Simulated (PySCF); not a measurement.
CH$_{4}$OZn, triplet, at the geometry of the source list (a higher spin typed on purpose: for a closed-shell molecule this is an excited state); BLYP/6-31G* (PySCF).

Input for PySCF:
```python
from pyscf import gto, scf, dft

mol = gto.Mole()
mol.atom = '''
    Zn    0.061600   -0.481400    0.575500
    C    -0.132000    1.112900   -0.605800
    H    -0.852500    1.824900   -0.224000
    H    -0.468400    0.781100   -1.582000
    H     0.811600    1.628100   -0.731000
    O     0.294200   -2.160200    0.893500
    H     0.285400   -2.705400    1.673900
'''
mol.basis = '6-31g*'
mol.charge = 0
mol.spin = 2
mol.verbose = 4
mol.build()

mf = dft.UKS(mol)
mf.xc = 'blyp'
mf.kernel()
```

It wrote (shortened):

```
PySCF version 2.14.0

[INPUT] verbose = 4
[INPUT] num. atoms = 7
[INPUT] num. electrons = 48
[INPUT] charge = 0
[INPUT] spin (= nelec alpha-beta = 2S) = 2
[INPUT] symmetry False subgroup None
[INPUT] Mole.unit = angstrom
[INPUT] Symbol           X                Y                Z      unit          X                Y                Z       unit  Magmom
[INPUT]  1 Zn     0.061600000000  -0.481400000000   0.575500000000 AA    0.116407129273  -0.909714156366   1.087537384687 Bohr   0.0
[INPUT]  2 C     -0.132000000000   1.112900000000  -0.605800000000 AA   -0.249443848443   2.103076204028  -1.144796086262 Bohr   0.0
[INPUT]  3 H     -0.852500000000   1.824900000000  -0.224000000000 AA   -1.610991521192   3.448561204719  -0.423298651903 Bohr   0.0
[INPUT]  4 H     -0.468400000000   0.781100000000  -1.582000000000 AA   -0.885147716746   1.476065075898  -2.989546729062 Bohr   0.0
[INPUT]  5 H      0.811600000000   1.628100000000  -0.731000000000 AA    1.533701722697   3.076663103404  -1.381389797057 Bohr   0.0
[INPUT]  6 O      0.294200000000  -2.160200000000   0.893500000000 AA    0.555957425847  -4.082186374285   1.688470292299 Bohr   0.0
[INPUT]  7 H      0.285400000000  -2.705400000000   1.673900000000 AA    0.539327835951  -5.112465057398   3.163212559909 Bohr   0.0

nuclear repulsion = 171.497786762381
number of shells = 32
number of NR pGTOs = 167
number of NR cGTOs = 70
basis = 6-31g*
ecp = {}

******** <class 'pyscf.dft.uks.UKS'> ********
method = UKS
initial guess = minao
damping factor = 0
level_shift factor = 0
DIIS = <class 'pyscf.scf.diis.CDIIS'>
diis_start_cycle = 1
diis_space = 8
diis_damp = 0
SCF conv_tol = 1e-09
SCF conv_tol_grad = None
SCF max_cycles = 50
direct_scf = True
direct_scf_tol = 1e-13
number electrons alpha = 25  beta = 23
XC library pyscf.dft.libxc version 7.1.2
    S. Lehtola, C. Steigemann, M. J. T. Oliveira, and M. A. L. Marques,  SoftwareX 7, 1–5 (2018)
XC functionals = blyp
    A. D. Becke,  Phys. Rev. A 38, 3098 (1988)
    C. Lee, W. Yang, and R. G. Parr,  Phys. Rev. B 37, 785 (1988)
    B. Miehlich, A. Savin, H. Stoll, and H. Preuss,  Chem. Phys. Lett. 157, 200 (1989)
radial grids:
    Treutler-Ahlrichs [JCP 102, 346 (1995); DOI:10.1063/1.469408] (M4) radial grids

becke partition: Becke, JCP 88, 2547 (1988); DOI:10.1063/1.454033
pruning grids: <function nwchem_prune>
grids dens level: 3
symmetrized grids: False
atomic radii adjust function: <function treutler_atomic_radii_adjust>
small_rho_cutoff = 0
Set gradient conv threshold to 3.16228e-05
tot grids = 88072
init E= -1894.46775363488

cycle= 1 E= -1894.17174994216  delta_E= 0.296  |g|= 1.14  |ddm|= 1.99

cycle= 2 E= -1889.9240804815  delta_E= 4.25  |g|= 2.89  |ddm|= 3.23

cycle= 3 E= -1894.15023823302  delta_E= -4.23  |g|= 0.994  |ddm|= 3.39

cycle= 4 E= -1894.5020014233  delta_E= -0.352  |g|= 0.524  |ddm|= 1.57

cycle= 5 E= -1894.57028041895  delta_E= -0.0683  |g|= 0.32  |ddm|= 0.962

cycle= 6 E= -1894.56398214923  delta_E= 0.0063  |g|= 0.341  |ddm|= 0.956

cycle= 7 E= -1894.58213830447  delta_E= -0.0182  |g|= 0.309  |ddm|= 0.901

cycle= 8 E= -1894.61079149342  delta_E= -0.0287  |g|= 0.234  |ddm|= 0.832

cycle= 9 E= -1894.65419417079  delta_E= -0.0434  |g|= 0.0337  |ddm|= 0.453

cycle= 10 E= -1894.62885018003  delta_E= 0.0253  |g|= 0.187  |ddm|= 0.289

cycle= 11 E= -1894.62483576558  delta_E= 0.00401  |g|= 0.201  |ddm|= 0.0286

cycle= 12 E= -1894.63866016803  delta_E= -0.0138  |g|= 0.15  |ddm|= 0.102

cycle= 13 E= -1894.62092784422  delta_E= 0.0177  |g|= 0.213  |ddm|= 0.129

cycle= 14 E= -1894.62297032517  delta_E= -0.00204  |g|= 0.207  |ddm|= 0.0144

cycle= 15 E= -1894.6159849782  delta_E= 0.00699  |g|= 0.224  |ddm|= 0.057

cycle= 16 E= -1894.62555961144  delta_E= -0.00957  |g|= 0.198  |ddm|= 0.0724

cycle= 17 E= -1894.64727888372  delta_E= -0.0217  |g|= 0.106  |ddm|= 0.465

cycle= 18 E= -1894.65485069001  delta_E= -0.00757  |g|= 0.00794  |ddm|= 0.166

cycle= 19 E= -1894.65468447189  delta_E= 0.000166  |g|= 0.0175  |ddm|= 0.0379

cycle= 20 E= -1894.65487402026  delta_E= -0.00019  |g|= 0.00563  |ddm|= 0.0182

cycle= 21 E= -1894.65487996195  delta_E= -5.94e-06  |g|= 0.0047  |ddm|= 0.00166

cycle= 22 E= -1894.65489464426  delta_E= -1.47e-05  |g|= 0.000858  |ddm|= 0.00587

cycle= 23 E= -1894.65489513063  delta_E= -4.86e-07  |g|= 9.55e-05  |ddm|= 0.00139

cycle= 24 E= -1894.65489513251  delta_E= -1.88e-09  |g|= 7.89e-05  |ddm|= 0.0003

cycle= 25 E= -1894.65489512681  delta_E= 5.7e-09  |g|= 0.000122  |ddm|= 0.000303

cycle= 26 E= -1894.65489513713  delta_E= -1.03e-08  |g|= 6.25e-06  |ddm|= 0.000173

cycle= 27 E= -1894.65489513692  delta_E= 2.17e-10  |g|= 1.85e-05  |ddm|= 1.96e-05

Extra cycle  E= -1894.65489391982  delta_E= 1.22e-06  |g|= 0.00133  |ddm|= 0.00198
SCF not converged.
SCF energy = -1894.65489391982 after 50 cycles  <S^2> = 2.0039317  2S+1 = 3.00262
```

The run did not converge; its last values are not results.
